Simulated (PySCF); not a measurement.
C₄H₇FSi, SMILES F[C@@]1(C=CC1)[SiH3]. Geometry: PBE0-D3(BJ)/def2-SVP. The structure was generated by enumeration; whether it is a known compound was not checked.

Computed with PBE0-D3(BJ)/def2-SVP in PySCF.

Harmonic wavenumbers (cm⁻¹): 138, 162, 207, 253, 392, 422, 548, 622, 633, 725, 875, 899, 914, 937, 940, 957, 979, 1035, 1063, 1078, 1170, 1199, 1233, 1332, 1444, 1659, 2234, 2244, 2247, 3063, 3139, 3211, 3243. Rotational constants (GHz): 4.282, 2.409, 2.039; symmetry number 1.

Work out the zero-point energy and the ideal-gas rigid-rotor harmonic-oscillator thermochemistry at 298.15 K and 1 atm.

ZPE = ½ Σ hcν = ½ × 41196 cm⁻¹ = 246.41 kJ/mol. H − E(el) = 266.85 kJ/mol. Entropy in J/(mol K): translation 166.45, rotation 113.50, vibration 58.25, total 338.20. G − E(el) = 166.02 kJ/mol. Cp = 113.89 J/(mol K). Modes under 150 cm⁻¹ make the vibrational entropy uncertain.
